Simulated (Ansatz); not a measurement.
Job for Ansatz (an electronic-structure program): U-PBE/def2-TZVPPD on H2MgSe (SMILES [MgH][SeH]), a point of a bond scan (R = 2.534 Å). Files ending in .json are basis or fitting sets from the Basis Set Exchange.

Ansatz 0.2 input:
```yaml
crystal:
  periodic: [false, false, false]
  atoms:
    - {symbol: Mg, position_ang: [-0.90984848, -0.79864408, -1.24961770]}
    - {symbol: H, position_ang: [-2.23375009, -1.96698029, -3.06660525]}
    - {symbol: Se, position_ang: [0.35584908, 0.35573886, 0.47966970]}
    - {symbol: H, position_ang: [0.61176270, -0.93385745, 1.14758534]}
basis:
  gaussian:
    orbitals: def2-TZVPPD.json
hamiltonian:
  xc: {name: PBE}
magnetization: {spin_polarized: true, initial_magnetization: 0}
```

Program output:

```
WARN ansatz: RAYON_NUM_THREADS=1 ignored (pool sized by the plan → 1); use --threads N
Functional definition: PBE
integrals: 0.05 GiB planned
849 factors; their error is unknown
mean field: 0.42 GiB planned
mean field evaluation 1: about -70809.7534 eV, gradient 1.7e1 eV
mean field evaluation 2: about -70803.7656 eV, gradient 2.6e1 eV
mean field evaluation 4: about -70812.7584 eV, gradient 1.6e0 eV
mean field evaluation 8: about -70812.7587 eV, gradient 1.1e-1 eV
mean field evaluation 16: about -70812.7587 eV, gradient 9.2e-6 eV
mean field -70812.75874332 eV, -2602.3208852050 hartree, gradient 6.6e-5 eV, S^2 0.000000; 1 other end points of the search recorded, 0 dependent functions left out
reference -70812.75880064 eV, -2602.3208873118 hartree; 24, 24 occupied and 102, 102 virtual orbitals, 849 factors
Total energy: -70812.75880064 eV, -2602.3208873118 hartree
```

The calculation finished and met its thresholds.

Cost: around 6 core-seconds (rough).
